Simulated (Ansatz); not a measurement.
Correlation energies of C2H5ClSi (`CC[Si]Cl`) by basis set

```xyz
9

C    -0.1414   -0.2283    0.9114
C    -0.5376   -0.0250   -0.5406
Si    0.6725    0.5663   -1.8705
Cl    2.4327    0.7888   -0.7636
H    -0.9859   -0.5718    1.5144
H     0.2308    0.6980    1.3531
H     0.6579   -0.9659    1.0036
H    -0.9538   -0.9494   -0.9759
H    -1.3751    0.6873   -0.6319
```

The species carries charge 0 and has multiplicity 1. The geometry is a stationary point of PBE0-D4/def2-TZVP. It is one conformer, not always the lowest. Frozen core, restricted reference, Ansatz. CBS rows extrapolate triple and quadruple zeta; past MP2 they add the triple-zeta difference.

```
     basis     HF (Eh)  MP2 corr.
  def2-SVP  -826.79276   -0.50013
def2-TZVPP  -827.13837   -0.64232
def2-QZVPP  -827.16341   -0.69224
```

(1) Estimate the CCSD correlation energy and the (T) correction in each basis where they were run (hartree).

Answers

(1) 
```csv
basis,CCSD corr.,(T)
def2-SVP,-0.55449,-0.01598
def2-TZVPP,-0.69410,-0.02952
CBS(def2),-0.78100,as TZ
```
